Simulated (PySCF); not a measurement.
Constitutional and geometric isomers with formula C2H3B. Gas-phase values, no solvent. Strings in code marks are SMILES.

The numbers are results of PBE-D3(BJ)/def2-TZVP // B3LYP-D3(BJ)/def2-TZVP in PySCF, not measurements. All candidates: neutral, multiplicity 1. 

- dipole moment: 1.20 D
- HOMO–LUMO gap: 5.28 eV
- LUMO: -1.42 eV

Q: Which member has these values?
A. `B1C=C1`
B. `B=C=C`
C. `BC#C`

A: A, `B1C=C1`. The others give `B=C=C`: 0.78 D, 1.67 eV, -3.59 eV; `BC#C`: 1.07 D, 3.51 eV, -3.37 eV
